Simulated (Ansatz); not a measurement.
Ca4O6H4, a hydroxylated oxide cluster, 14 atoms. Hardware: 4 threads of Arm Neoverse V2 on a shared host.

The 6-31G sets use Cartesian d functions. Correlated methods freeze 26 core orbitals; core or outer-core shells of Ca are correlated, in sets that lack core-valence functions.

(1) How many basis functions does each of these Ansatz runs have, and roughly what does it cost? B97M-V/def2-SVP, charge -1 doublet at the geometry of the charge 0 singlet, energy, from earlier orbitals; PBE-D4/def2-SVP, charge 0 singlet, energy, from earlier orbitals; PBE0-D4/def2-SVP, charge 0 triplet at the geometry of the charge 0 singlet, energy; RPA@PBE/def2-SVP, charge 0 singlet, energy, from earlier orbitals; HF/6-31G, charge 0 singlet, energy; B2PLYP/def2-TZVP, charge 0 singlet, energy, from earlier orbitals; PBE-D4/def2-SVP, charge 0 triplet at the geometry of the charge 0 singlet, energy, from earlier orbitals; MP2/def2-SVP, charge 0 singlet, energy, from earlier orbitals; PBE-D4/def2-SVP, charge -1 doublet at the geometry of the charge 0 singlet, energy, from earlier orbitals; PBE0-D4/def2-SVP, charge -1 doublet at the geometry of the charge 0 singlet, energy; PBE0-D4/def2-TZVP, charge 0 singlet, energy, from earlier orbitals; HF/STO-3G, charge 0 singlet, energy.

## Answers

(1) Other jobs shared the machine, so times can vary by a factor of up to 3. A dash marks memory too small to be measured apart from the calling script's.

| run | functions | fitting or Cholesky vectors | wall time | peak host memory (GiB) |
| --- | --- | --- | --- | --- |
| HF/STO-3G, charge 0 singlet, energy | 86 | 1203 | 0.8 s | – |
| HF/6-31G, charge 0 singlet, energy | 178 | 1778 | 3.7 s | 0.67 |
| PBE-D4/def2-SVP, charge 0 singlet, energy, from earlier orbitals | 200 | 2226 | 5 s | – |
| MP2/def2-SVP, charge 0 singlet, energy, from earlier orbitals | 200 | 2072 | 6 s | 0.72 |
| RPA@PBE/def2-SVP, charge 0 singlet, energy, from earlier orbitals | 200 | 2072 | 11 s | 0.67 |
| PBE-D4/def2-SVP, charge -1 doublet at the geometry of the charge 0 singlet, energy, from earlier orbitals | 200 | 2226 | 12 s | – |
| PBE0-D4/def2-TZVP, charge 0 singlet, energy, from earlier orbitals | 354 | 2678 | 20 s | 2 |
| PBE0-D4/def2-SVP, charge -1 doublet at the geometry of the charge 0 singlet, energy | 200 | 2072 | 20 s | 1.3 |
| B2PLYP/def2-TZVP, charge 0 singlet, energy, from earlier orbitals | 354 | 2944 | 32 s | 2 |
| PBE-D4/def2-SVP, charge 0 triplet at the geometry of the charge 0 singlet, energy, from earlier orbitals | 200 | 2226 | 34 s | 0.89 |
| PBE0-D4/def2-SVP, charge 0 triplet at the geometry of the charge 0 singlet, energy | 200 | 2072 | 38 s | 1.5 |
| B97M-V/def2-SVP, charge -1 doublet at the geometry of the charge 0 singlet, energy, from earlier orbitals | 200 | 2226 | 61 s | 1.1 |
